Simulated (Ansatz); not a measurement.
CH₇AlBNSi (`B[SiH2][CH]1[NH][AlH]1`), charge 0, multiplicity 1.

(1) Give a relaxed structure at PBE0-D4/def2-TZVP (Ansatz 0.2.0). (Best estimate.)

## Answers

(1) Computed: 
Z-matrix (Å, degrees):
```
Si
C 1 1.878
B 1 2.002 2 106.5
H 1 1.498 2 107.7 3 -121.0
H 1 1.493 2 109.4 3 122.6
Al 2 1.925 1 118.7 3 136.7
N 2 1.517 1 117.5 3 69.5
H 2 1.094 1 114.6 3 -70.1
H 3 1.198 1 121.2 2 -76.8
H 3 1.198 1 121.7 2 95.3
H 6 1.568 2 164.4 1 72.2
H 7 1.004 2 121.0 1 -63.4
```
This is one stationary point; other conformers may exist.
